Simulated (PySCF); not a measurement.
One of the candidates below gave these computed data.

All candidates are C9H10N2.

| technique | computed result |
| --- | --- |
| NMR, other nuclei | isotropic shieldings of nuclei other than C and H, by class: -59 (1 N), -37 (1 N) ppm [GIAO PBE0/pcSseg-1] |
| 1H NMR | chemical shifts (computed TMS as zero) by class: 5.32 (1 H), 4.15 (1 H), 2.87 (1 H), 2.33 (1 H), 2.25 (1 H), 2.16 (1 H), 2.03 (1 H), 1.77 (1 H), 1.63 (1 H), 1.32 (1 H) ppm [GIAO PBE0/pcSseg-1] |
| Rotational structure | rotational constants A, B, C: 1.596, 0.877, 0.727 GHz [GFN2-xTB] |
| 13C NMR | chemical shifts (computed TMS as zero) by class: 172.5 (1 C), 123.8 (1 C), 120.5 (1 C), 101.8 (1 C), 37.0 (1 C), 35.8 (1 C), 33.9 (1 C), 32.5 (1 C), 26.0 (1 C) ppm [GIAO PBE0/pcSseg-1] |
| Dipole | 5.46 D [PBE0/pcSseg-1] |

The electronic properties come from PySCF, for the isolated species, density fitting. Levels stand in brackets. Geometry: GFN2-xTB, one conformer, isolated molecule. Each NMR value is the plain mean over a class of atoms that symmetry, rotation or inversion makes alike.

**Question.** Which candidate is it?
A. `C1=NN(c2ccccc2)CC1`
B. `N#C/C=C1/CCCC[C@@H]1C#N`
C. `C#CCn1ccc(C2CC2)n1`

**Answer.** B. It is `N#C/C=C1/CCCC[C@@H]1C#N`. Numbering: `[N:1]#[C:2]/[CH:3]=[C:4]1/[CH2:5][CH2:6][CH2:7][CH2:8][C@@H:9]1[C:10]#[N:11]`. Its formula, C9H10N2, gives 6 degrees of unsaturation: 1 ring and 5 π bonds in the structure found. 9 carbons fall into 9 classes; from least to most shielded: fully substituted alkene carbon [C4] (172.5 ppm), nitrile carbon [C10] (123.8 ppm), nitrile carbon [C2] (120.5 ppm), alkene CH carbon [C3] (101.8 ppm), allylic carbon [C5] (37.0 ppm), ring CH2 carbon [C8] (35.8 ppm), sp3 carbon next to a nitrile [C9] (33.9 ppm), ring CH2 carbon [C6] (32.5 ppm), ring CH2 carbon [C7] (26.0 ppm). Hydrogen classes from least to most shielded: 1 H on an alkene CH carbon, C3 (5.32 ppm), 1 H on an sp3 carbon next to a nitrile, C9 (4.15 ppm), 1 H on an allylic carbon, C5 (2.87 ppm), 1 H on an allylic carbon, C5 (2.33 ppm), 1 H on a ring CH2 carbon, C8 (2.25 ppm), 1 H on a ring CH2 carbon, C7 (2.16 ppm), 1 H on a ring CH2 carbon, C6 (2.03 ppm), 1 H on a ring CH2 carbon, C7 (1.77 ppm), 1 H on a ring CH2 carbon, C8 (1.63 ppm), 1 H on a ring CH2 carbon, C6 (1.32 ppm). The other shieldings belong to: -59 ppm, nitrile nitrogen [N1]; -37 ppm, nitrile nitrogen [N11]. The optimised geometry has point group C1 and is an asymmetric top.

The others, at the same levels:
- `C1=NN(c2ccccc2)CC1` fails: it has 7 carbon classes against 9; its computed 13C shifts are 146.6 (1 C), 137.1 (1 C), 134.6 (2 C), 123.1 (1 C), 115.4 (2 C), 45.8 (1 C), 36.1 (1 C) ppm, 1H shifts are 7.53 (2 H), 7.19 (2 H), 6.99 (1 H), 6.50 (1 H), 3.70 (2 H), 3.04 (2 H) ppm and rotational constant A is 3.365 GHz (against 1.596 GHz).
- `C#CCn1ccc(C2CC2)n1` fails: it has 8 carbon classes against 9; its computed 13C shifts are 159.5 (1 C), 133.3 (1 C), 105.8 (1 C), 84.6 (1 C), 80.8 (1 C), 43.2 (1 C), 12.9 (1 C), 12.0 (2 C) ppm, 1H shifts are 7.58 (1 H), 5.89 (1 H), 5.00 (2 H), 2.10 (1 H), 1.85 (1 H), 0.96 (2 H), 0.52 (2 H) ppm and rotational constant A is 3.820 GHz (against 1.596 GHz).

Each candidate is one conformer, not necessarily the lowest. The conformers computed, where there is a choice (atom-mapped SMILES and torsion angles):
- `[CH:1]#[C:2][CH2:3][n:4]1[cH:5][cH:6][c:7]([CH:8]2[CH2:9][CH2:10]2)[n:11]1`: C2–C3–N4–C5 55°, C6–C7–C8–C9 -35°

The conformers of `N#C/C=C1/CCCC[C@@H]1C#N` and `C1=NN(c2ccccc2)CC1` aren't listed.
